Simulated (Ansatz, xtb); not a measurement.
# Relaxing a trial structure of F2H3Si2+

The starting geometry of this gas-phase singlet has its atoms placed at random.

```
atom    x (Å)    y (Å)    z (Å)
   F  -0.6653   0.5920   1.8805
   F  -0.9022   1.5130  -0.9994
  Si  -2.2547  -0.2798  -0.3333
  Si   0.2573  -0.2652  -0.0394
   H  -0.6482  -1.6344  -0.5700
   H  -0.4608   1.4310  -1.7300
   H   1.8220  -0.4400   0.7757
```

**Question.** Guess where an optimisation with r2SCAN-D4/def2-SVP ends from this start.

**Answer.** It ends as a structure with F1 bridging Si4 and Si3, given below by its coordinates. Distances that change by over a tenth: F2–H6 (0.86 → 0.94 Å), Si4–H5 (1.73 → 1.48 Å), Si4–H7 (1.77 → 1.48 Å). Contacts that close: F1–Si3 (2.86 → 1.88 Å), F1–Si4 (2.30 → 1.85 Å).

The energy falls by 6.44 eV over 29 steps:

```
step  E − E(last) (eV)
   1             6.445
   4             1.792
   7             1.277
  10             1.103
  13             0.979
  17             0.796
  20             0.329
  23             0.057
  26             0.001
  29             0.000
```

Final geometry (Å):

| atom | x (Å) | y (Å) | z (Å) |
| --- | --- | --- | --- |
| F | -1.1498 | 0.2793 | 0.9174 |
| F | -0.4340 | 1.5971 | -1.3091 |
| Si | -1.7676 | 0.0203 | -0.8417 |
| Si | 0.0463 | -0.9730 | 0.2761 |
| H | -0.1661 | -2.1454 | 1.1567 |
| H | -0.7390 | 2.4336 | -1.6226 |
| H | 1.3581 | -0.2953 | 0.4073 |

From the same start GFN2-xTB ends elsewhere, in pieces: FH2Si2 + FH.

From so rough a start the end depends on the optimiser's path, so another program may land elsewhere. No frequencies were run, so the end isn't proven a minimum. Run with Ansatz 0.2.0, 2.6 min on 1 thread of AMD EPYC (Zen 3) (shared host).
